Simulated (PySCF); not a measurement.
Si(Cl)2(I)(OH) (Cl2HIOSi), SMILES O[Si](Cl)(Cl)I.

Coordinates come from a PBE-D3(BJ)/def2-SVP optimisation. This is a generated structure with no PubChem entry under its InChIKey; it may be hypothetical. The def2 effective core potentials stand for the cores of I; spin–orbit coupling is left out. Other conformers were not sampled.

All values below come from PySCF 2.14.0 with PBE-D3(BJ)/def2-SVP.

Frequencies are harmonic and unscaled.

Computed harmonic wavenumbers and intensities:
```tsv
mode	ν (cm⁻¹)	IR (km/mol)	moving atoms (share of kinetic energy)
1	93	21.2	Cl 53 %, H 28 %, I 9 %
2	130	1.1	Cl 65 %, I 19 %, O 12 %
3	160	48.0	H 63 %, Cl 24 %, Si 9 %
4	196	5.5	Cl 53 %, O 20 %, Si 15 %, I 10 %
5	206	2.7	O 51 %, I 18 %, Cl 16 %, Si 11 %
6	267	40.4	O 60 %, Cl 29 %
7	354	47.0	Si 38 %, Cl 34 %, O 14 %, I 8 %
8	525	167.3	Si 58 %, Cl 33 %
9	590	183.5	Si 67 %, Cl 32 %
10	794	239.3	H 65 %, O 26 %, Si 9 %
11	915	62.7	O 41 %, Si 38 %, H 21 %
12	3733	106.0	H 94 %
```
